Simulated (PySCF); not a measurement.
PySCF input for C2H6GeO2, SMILES [CH3][Ge@@H]([OH])[CH]=O, PBE-D3(BJ)/def2-SVP. Geometry optimised at PBE-D3(BJ)/def2-SVP. The structure was generated by enumeration; whether it is a known compound was not checked. Other conformers were not sampled.

```python
import numpy as np
from pyscf import gto, scf, dft, df
from pyscf.hessian import thermo

mol = gto.M(
    atom='''
    C     2.07129825   -0.13725082   -0.30821322
    Ge    0.26556540    0.05031573    0.42905645
    O    -0.46320604    1.62241346   -0.05366854
    C    -1.08098672   -1.18041789   -0.45088230
    O    -1.99562217   -0.64142199   -1.05202181
    H     2.72542488    0.65639274    0.10255532
    H     2.04116298   -0.03879998   -1.41010151
    H     2.49906997   -1.12314292   -0.03872440
    H     0.25361551   -0.10362789    1.97890132
    H    -1.27661318    1.36958593   -0.54674201
    H    -1.01199621   -2.31243099   -0.41559928
    ''',
    basis='def2-SVP',
    charge=0,
    spin=0,
    max_memory=1600,
    verbose=3,
)
mf = dft.RKS(mol, xc='pbe').density_fit(auxbasis='def2-universal-jkfit')
mf.disp = 'd3bj'
mf.grids.level = 3
mf.conv_tol = 1e-11
mf.max_cycle = 100
mf.kernel()

# [left out here: the lines that compute and print the analytic Hessian (its translational invariance restored by hand, since the grid's response is missing), thermochemistry and intensities]
```

Log of the run:

```
[...]
       8   H                -0.05  0.17  0.01   -0.52 -0.52 -0.06    0.42  0.13  0.00
       9   H                 0.50 -0.00 -0.79    0.08 -0.10 -0.11    0.05 -0.03 -0.07
      10   H                 0.02 -0.01 -0.07   -0.01  0.10  0.28    0.26  0.15 -0.01
Mode                                 9                  10                  11
Irrep
Freq [cm^-1]                      589.4392            673.7205            692.8973
Reduced mass [au]                   3.8739              1.7388              2.6044
Force const [Dyne/A]                0.7930              0.4650              0.7367
Char temp [K]                     848.0718            969.3338            996.9249
Normal mode                   x     y     z       x     y     z       x     y     z
       0   C                 0.16 -0.03 -0.07   -0.01 -0.03  0.04    0.02 -0.02  0.02
       1  Ge                -0.04 -0.02  0.01    0.02 -0.04 -0.00   -0.02  0.03 -0.02
       2   O                -0.02  0.02 -0.02   -0.07  0.11 -0.02    0.07 -0.16  0.06
       3   C                 0.05  0.13  0.04    0.00  0.03  0.01    0.01  0.03  0.01
       4   O                -0.01 -0.02 -0.01   -0.00 -0.00 -0.00   -0.01 -0.01 -0.01
       5   H                 0.10  0.01 -0.04   -0.07  0.07 -0.05   -0.01  0.05 -0.06
       6   H                 0.20  0.01 -0.07   -0.26  0.08  0.05   -0.14  0.06  0.02
       7   H                 0.24 -0.00 -0.08    0.18  0.01 -0.15    0.17  0.01 -0.13
       8   H                 0.06 -0.09  0.00   -0.32  0.52  0.04   -0.26  0.43  0.02
       9   H                -0.04 -0.00  0.02   -0.12  0.10  0.09   -0.01 -0.02  0.13
      10   H                 0.20  0.14  0.08    0.05  0.03  0.01    0.05  0.04  0.00
Mode                                12                  13                  14
Irrep
Freq [cm^-1]                      761.9624            826.4743            842.6570
Reduced mass [au]                   1.2808              1.1977              1.5634
Force const [Dyne/A]                0.4381              0.4820              0.6540
Char temp [K]                    1096.2943           1189.1125           1212.3959
Normal mode                   x     y     z       x     y     z       x     y     z
       0   C                 0.02  0.11  0.01    0.03 -0.02  0.11    0.01  0.03  0.02
       1  Ge                -0.01 -0.02 -0.00   -0.01  0.01 -0.01    0.01 -0.00 -0.01
       2   O                 0.00 -0.02  0.00   -0.00  0.00 -0.00   -0.00  0.00  0.00
       3   C                 0.02  0.04 -0.01    0.00 -0.01 -0.02   -0.09 -0.00  0.14
       4   O                -0.01 -0.00  0.00   -0.00  0.00  0.00    0.02  0.00 -0.03
       5   H                 0.49 -0.18 -0.19    0.16  0.05 -0.25    0.14 -0.02 -0.09
       6   H                -0.07 -0.22 -0.01   -0.52  0.06  0.12   -0.12 -0.04  0.02
       7   H                -0.49 -0.09  0.12    0.21 -0.04 -0.26   -0.09 -0.03 -0.02
       8   H                 0.09  0.30  0.03    0.54 -0.16 -0.01   -0.13 -0.16 -0.02
       9   H                -0.02  0.15 -0.03    0.01 -0.01 -0.02    0.03 -0.02 -0.04
      10   H                -0.01  0.05  0.13   -0.03 -0.00  0.06    0.39  0.00 -0.60
Mode                                15                  16                  17
Irrep
Freq [cm^-1]                     1016.3508           1200.1749           1318.6793
Reduced mass [au]                   1.1013              1.2238              1.2122
Force const [Dyne/A]                0.6703              1.0386              1.2419
Char temp [K]                    1462.3025           1726.7845           1897.2859
Normal mode                   x     y     z       x     y     z       x     y     z
       0   C                 0.00  0.02  0.00   -0.12  0.01  0.05    0.00  0.00  0.00
       1  Ge                -0.01 -0.00 -0.01    0.00 -0.00 -0.00   -0.00 -0.00 -0.00
       2   O                 0.03  0.06  0.02   -0.00  0.00 -0.00    0.00  0.00  0.00
       3   C                 0.00 -0.00 -0.00   -0.01 -0.00  0.00    0.05  0.08  0.03
       4   O                -0.01 -0.00 -0.00    0.00  0.00 -0.00    0.01 -0.06  0.01
       5   H                 0.06 -0.02 -0.02    0.38 -0.21 -0.27   -0.00  0.02 -0.02
       6   H                 0.00 -0.04 -0.00    0.51 -0.07  0.01    0.02 -0.01  0.00
       7   H                -0.06 -0.01  0.01    0.43  0.15 -0.26   -0.01 -0.01 -0.03
       8   H                 0.01  0.14  0.01   -0.02 -0.00 -0.01    0.02  0.01 -0.01
       9   H                 0.19 -0.90  0.16   -0.00  0.01  0.00   -0.00 -0.00  0.00
      10   H                 0.00  0.01  0.02    0.02  0.00 -0.00   -0.75  0.02 -0.49
Mode                                18                  19                  20
Irrep
Freq [cm^-1]                     1377.7295           1383.8796           1721.9327
Reduced mass [au]                   1.0503              1.0499             11.7485
Force const [Dyne/A]                1.1746              1.1847             20.5241
Char temp [K]                    1982.2460           1991.0946           2477.4778
Normal mode                   x     y     z       x     y     z       x     y     z
       0   C                -0.02 -0.04 -0.04   -0.01  0.05 -0.03    0.00  0.00  0.00
       1  Ge                -0.00 -0.00 -0.00   -0.00  0.00 -0.00   -0.00 -0.00  0.00
       2   O                 0.00  0.00  0.00   -0.00  0.00  0.00   -0.00  0.00 -0.00
       3   C                 0.00  0.00  0.00    0.00  0.00  0.00    0.17 -0.09  0.11
       4   O                 0.00 -0.00  0.00    0.00 -0.00  0.00   -0.12  0.07 -0.08
       5   H                 0.29 -0.27 -0.05    0.10 -0.36  0.58    0.01 -0.00 -0.01
       6   H                -0.19  0.52  0.02   -0.32 -0.48 -0.06    0.00  0.00  0.00
       7   H                 0.20  0.24  0.62    0.33  0.18 -0.03    0.00  0.00  0.00
       8   H                 0.01  0.01  0.00    0.01 -0.01 -0.00    0.01  0.01 -0.02
       9   H                 0.01 -0.01 -0.00   -0.00  0.01 -0.00   -0.01  0.02 -0.01
      10   H                -0.03  0.00 -0.03   -0.02 -0.00 -0.02   -0.04 -0.09 -0.03
Mode                                21                  22                  23
Irrep
Freq [cm^-1]                     2042.1779           2755.1014           2986.2384
Reduced mass [au]                   1.0213              1.0851              1.0329
Force const [Dyne/A]                2.5094              4.8527              5.4271
Char temp [K]                    2938.2393           3963.9775           4296.5322
Normal mode                   x     y     z       x     y     z       x     y     z
       0   C                -0.00 -0.00 -0.00   -0.00 -0.00 -0.00   -0.04  0.01  0.01
       1  Ge                 0.00  0.00 -0.01    0.00  0.00  0.00    0.00 -0.00 -0.00
       2   O                -0.00  0.00  0.00    0.00  0.00  0.00    0.00  0.00 -0.00
       3   C                 0.01 -0.00  0.00    0.00 -0.08  0.00    0.00  0.00  0.00
       4   O                -0.00  0.00 -0.00    0.00 -0.00  0.00   -0.00  0.00 -0.00
       5   H                -0.00 -0.00 -0.00   -0.00  0.00  0.00    0.32  0.41  0.22
       6   H                 0.01 -0.00 -0.01   -0.00 -0.00 -0.00   -0.03  0.05 -0.53
       7   H                 0.00  0.00 -0.01    0.00 -0.00  0.00    0.22 -0.54  0.15
       8   H                -0.01 -0.09  0.98   -0.00 -0.00 -0.01   -0.00 -0.00  0.00
       9   H                 0.00  0.00 -0.01   -0.01  0.00 -0.01   -0.00 -0.00  0.00
      10   H                -0.01  0.01 -0.01   -0.05  0.95 -0.02   -0.00 -0.00 -0.00
Mode                                24                  25                  26
Irrep
Freq [cm^-1]                     3093.1479           3102.4865           3581.0061
Reduced mass [au]                   1.1036              1.1046              1.0659
Force const [Dyne/A]                6.2209              6.2644              8.0536
Char temp [K]                    4450.3511           4463.7873           5152.2705
Normal mode                   x     y     z       x     y     z       x     y     z
       0   C                 0.01  0.09 -0.00    0.03  0.00  0.08   -0.00  0.00  0.00
       1  Ge                 0.00  0.00 -0.00    0.00 -0.00  0.00    0.00 -0.00  0.00
       2   O                 0.00 -0.00  0.00   -0.00  0.00 -0.00    0.05  0.01  0.03
       3   C                -0.00  0.00  0.00   -0.00  0.00  0.00   -0.00  0.00 -0.00
       4   O                -0.00 -0.00 -0.00   -0.00  0.00 -0.00    0.00 -0.00  0.00
       5   H                -0.38 -0.45 -0.24   -0.27 -0.33 -0.16    0.00  0.00 -0.00
       6   H                 0.01  0.00  0.13   -0.02  0.07 -0.78    0.00 -0.00 -0.00
       7   H                 0.27 -0.61  0.17   -0.10  0.25 -0.05   -0.00  0.00  0.00
       8   H                -0.00 -0.00  0.00    0.00 -0.00 -0.00    0.00  0.00 -0.00
       9   H                -0.00 -0.00 -0.00    0.00  0.00  0.00   -0.81 -0.21 -0.49
      10   H                 0.00 -0.00 -0.00    0.00 -0.00  0.00    0.01 -0.01  0.00
temperature 298.1500 [K]
pressure 101325.00 [Pa]
Rotational constants [GHz] 5.18081 2.48968 2.03674
Symmetry number 1
Zero-point energy (ZPE) 0.07428 [Eh]   195023.890 [J/mol]
                           tot       elec      trans        rot        vib
Entropy [J/mol/K]       363.411      0.000    169.895    112.574     80.941
Cv [J/mol/K]            110.031      0.000     12.472     12.472     85.088
Cp [J/mol/K]            118.346      0.000     20.786     12.472     85.088
Internal energy [J/mol]                      3718.434   3718.434 208159.955
Internal energy [Eh]   -2306.18369  -2306.26580
Enthalpy [J/mol]                             6197.391   3718.434 208159.955
Enthalpy [Eh]          -2306.18274
Gibbs free energy [J/mol]                  -44456.791 -29845.629 184027.298
Gibbs free energy [Eh] -2306.22401
static polarisability / bohr^3: [[63.53   1.531  5.708]
 [ 1.522 54.93   0.984]
 [ 5.702  0.984 49.838]]
largest difference of analytic and finite-field dipole derivatives / e: 0.0019638761332037014
mode   freq/cm-1   IR/(km/mol)   Raman/(A^4/amu)   depolarisation
   1       80.96         0.971             1.207            0.743
   2      100.80         0.205             0.149            0.636
   3      156.16         6.148             4.530            0.735
   4      174.94         9.683             2.734            0.687
   5      202.14         5.878             2.379            0.716
   6      340.62        12.250             6.218            0.288
   7      453.78        58.212             0.622            0.548
   8      543.53        63.650            25.027            0.404
   9      586.47         3.494            19.215            0.223
  10      589.44        11.578            12.029            0.594
  11      673.72        55.340             7.067            0.684
  12      692.90        19.674            11.119            0.469
  13      761.96        35.241             2.804            0.750
  14      826.47        55.335             9.419            0.739
  15      842.66        24.448             1.668            0.683
  16     1016.35       156.376             2.238            0.750
  17     1200.17         4.531             2.976            0.065
  18     1318.68        20.145             5.725            0.582
  19     1377.73         2.440            11.452            0.729
  20     1383.88         4.304            12.468            0.750
  21     1721.93       126.505             9.232            0.750
  22     2042.18       141.610           203.751            0.222
  23     2755.10       183.080           295.678            0.377
  24     2986.24         2.420           143.956            0.003
  25     3093.15         1.705            92.243            0.732
  26     3102.49         1.069            80.866            0.746
  27     3581.01        70.790            54.819            0.131
max |gradient| / (hartree/bohr): 5.812584459768326e-05
APT charges: [-0.3136  1.1946 -0.6942  0.4652 -0.5831  0.0186  0.0205  0.0153 -0.2859
  0.2688 -0.1061]
```

Self-consistency was reached.
